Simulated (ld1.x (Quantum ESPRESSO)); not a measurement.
## Se (Z = 34), PAW: configuration errors across variants

selenium (Se), PAW, made with ld1.x (Quantum ESPRESSO) 7.5 (BLYP, scalar-relativistic). Core [Ar] 3d10, reference 4s2 4p3 (charge +1). Waves: 4s (bound): rcut 1.50, rcutus 1.70 bohr; 4s channel at -0.95 Ry: rcut 1.50, rcutus 1.70 bohr; 4p (bound): rcut 1.40, rcutus 1.60 bohr; 4p channel at 0.15 Ry: rcut 1.40, rcutus 1.60 bohr; 4d channel at 0.25 Ry: rcut 1.00, rcutus 1.35 bohr; 4d channel at 1.4 Ry: rcut 1.00, rcutus 1.35 bohr. Local part: all-electron potential smoothed inside 1.20 bohr (lloc = -1). Core correction: Bessel-smoothed model core inside 0.85 bohr. Augmentation charge: PSQ, inside the norm-conserving radii.

All-electron excitation energies from the reference (eV): (1) 4s2 4p4 -10.705; (2) 4s2 4p2 20.236; (3) 4s2 4p1 51.061; (4) 4s2 4p4.3 -12.255; (5) 4s1 4p5 0.235; (6) 4s2 4p3.5 -6.467; (7) 4s0 4p6 11.393.

A true bound ghost makes a file unfit for plane-wave use even where its test errors are small: the radial tests pick states by their node count and pass the ghost by.

Errors AE − PS in meV (a dash: test not solved or not reliable):

| change | (1) | (2) | (3) | (4) | (5) | (6) | (7) | bound ghosts |
| --- | --- | --- | --- | --- | --- | --- | --- | --- |
| base | -0.9 | -13 | -67 | -1.5 | +0.4 | +0.1 | -7.5 | d |
| local potential all-electron potential smoothed inside 0.72 bohr (lloc = -1) | -1.1 | -14 | -73 | -1.7 | +0.2 | +0.1 | -7.9 | s, d, p |
| local potential all-electron potential smoothed inside 0.82 bohr (lloc = -1) | -1.1 | -14 | -73 | -1.7 | +0.3 | +0.1 | -7.5 | s, d |
| local potential all-electron potential smoothed inside 1.04 bohr (lloc = -1) | -1.3 | -14 | -79 | -2.0 | +0.2 | 0.0 | -7.5 | d, s |
| local potential all-electron potential smoothed inside 1.16 bohr (lloc = -1) | -0.9 | -12 | -64 | -1.5 | +0.4 | +0.1 | -7.5 | d |
| local potential all-electron potential smoothed inside 1.34 bohr (lloc = -1) | -1.0 | -13 | -70 | -1.6 | +0.4 | +0.1 | -7.5 | d |
| local potential all-electron potential smoothed inside 1.46 bohr (lloc = -1) | -1.0 | -13 | -71 | -1.6 | +0.4 | +0.1 | -7.5 | d |
| local potential all-electron potential smoothed inside 1.64 bohr (lloc = -1) | -1.0 | -13 | -71 | -1.7 | +0.4 | +0.1 | -7.5 | d |
| local potential all-electron potential smoothed inside 1.82 bohr (lloc = -1) | -1.0 | -13 | -71 | -1.7 | +0.4 | +0.1 | -7.5 | d |

Q: Give the same row for: local potential all-electron potential smoothed inside 1.92 bohr (lloc = -1).

A: -1.0, -13, -71, -1.7, +0.4, +0.1, -7.5; bound ghosts: d.
